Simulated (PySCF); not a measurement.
## SbH3: umbrella curve

These are results of PySCF, PBE0, basis Sb def2-TZVP with ECP28, H def2-TZVP (scalar-relativistic core potentials, no spin–orbit coupling, density fitting), not measurements.

Rigid scan from the singlet minimum (Sb–H 1.708 Å (×3); H–Sb–H 91.4° (×3)). Coordinate: angle between each bond and the threefold axis, bonds fixed. Energies in kJ/mol from the minimum.

```json
{"angle of the bonds to the threefold axis (°)": "55", "E (kJ/mol)": "0.2", "dipole size (D)": "0.35"}
{"angle of the bonds to the threefold axis (°)": "60", "E (kJ/mol)": "5.5", "dipole size (D)": "0.07"}
{"angle of the bonds to the threefold axis (°)": "65", "E (kJ/mol)": "25.2", "dipole size (D)": "0.23"}
{"angle of the bonds to the threefold axis (°)": "70", "E (kJ/mol)": "57.7", "dipole size (D)": "0.51"}
{"angle of the bonds to the threefold axis (°)": "75", "E (kJ/mol)": "99.8", "dipole size (D)": "0.70"}
{"angle of the bonds to the threefold axis (°)": "80", "E (kJ/mol)": "145.6", "dipole size (D)": "0.74"}
{"angle of the bonds to the threefold axis (°)": "85", "E (kJ/mol)": "183.7", "dipole size (D)": "0.50"}
{"angle of the bonds to the threefold axis (°)": "90", "E (kJ/mol)": "199.0", "dipole size (D)": "0.00"}
```

With the bonds held, the planar shape lies 199.0 kJ/mol from the minimum.

Other isomers or separated fragments may lie lower.
